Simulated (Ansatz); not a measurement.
`N[SiH](F)[SiH2]F` + `BC(=C)S` → `BC(=C)S[SiH2]F` + `N[SiH2]F`  (cleavage of the Si–Si bond)

Calculated with Ansatz (gas phase, PBE0-D4/def2-TZVP geometries, no zero-point term in ΔE). CBS: MP2 limit from def2 TZ/QZ plus the TZ coupled-cluster correction, frozen cores. DFT in def2-TZVPP. B3LYP here is the variant with VWN-RPA as its local correlation; programs differ in this. Each species was taken in one conformer, which may not be the lowest.

```csv
level,ΔE (kJ/mol)
B3LYP-D4,-75.3
PBE,-65.4
HF/def2-TZVPP,-81.6
MP2/def2-TZVPP,-91.7
CCSD/def2-TZVPP,-79.7
CCSD(T)/def2-TZVPP,-81.0
HF/def2-QZVPP,-81.8
MP2/def2-QZVPP,-92.2
```

(1) What does CCSD(T)/CBS give? (An estimate is asked.)

Largest T1 diagnostic among the species: 0.012.

Results:

(1) Ansatz gave: -81.8 kJ/mol. The listed levels differ from it by 6.5, 16.4, 0.2, -9.9, 2.1, 0.8, 0.0, -10.4 kJ/mol.

The D4 term adds −3.9 kJ/mol with B3LYP and −2.1 kJ/mol with PBE0; it sums over pairs of atoms, weighted by their polarisabilities, and B3LYP, whose exchange is more repulsive, gets the larger term. From PBE to PBE0 (25 % exact exchange), in def2-TZVPP and without D4, ΔE moves by −5.6 kJ/mol.
